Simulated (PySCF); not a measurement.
Zr (SMILES [Zr]), triplet (typed; the unrestricted solution is spin-contaminated) (core potentials on Zr). Base run: MN15/def2-TZVP in PySCF.

The PySCF input:
```python
from pyscf import gto, scf, dft

mol = gto.Mole()
mol.atom = '''
    Zr    0.00000000    0.00000000    0.00000000
'''
mol.basis = 'def2-tzvp'
mol.ecp = {'Zr': 'def2-tzvp'}
mol.spin = 2
mol.verbose = 4
mol.build()

mf = dft.UKS(mol)
mf.xc = 'mn15'
mf.kernel()
```

Variants of this job, named by their change:

```
change                                ΔE vs base (µEh)  grid points  electrons on the grid               outcome
------------------------------------  ----------------  -----------  ---------------------  --------------------
base                                               0.0        22392               12.00000             converged
grids.level = 0                                      -            -                      -         not converged
grids.atom_grid = (50, 194)                          -            -                      -         not converged
small_rho_cutoff = 0                               0.0        22392               12.00000             converged
grids.atom_grid = (30, 110)                       6452         2424               12.00000  another SCF solution
grids.radi_method = delley                         0.0        20104               12.00001             converged
grids.prune = dft.gen_grid.sg1_prune                 -            -                      -         input refused
grids.atom_grid = (99, 590)                       1818        29504               12.00000  another SCF solution
grids.becke_scheme = stratmann                     0.0        22392               12.00000             converged
grids.radi_method = mura_knowles                   0.0        18768               12.00000             converged
grids.prune = off                                 2723        41232               12.00000  another SCF solution
```

A guess, shift, damping, solver or small numerical setting can't move a converged solution much, so rows marked as another SCF solution ended in a different state.

Open shells are given as the SCF converged; they aren't shown to be the lowest states, and a large step between rows can be another state.

- grids.prune = dft.gen_grid.sg1_prune: ended with `IndexError: index 40 is out of bounds for axis 0 with size 19`
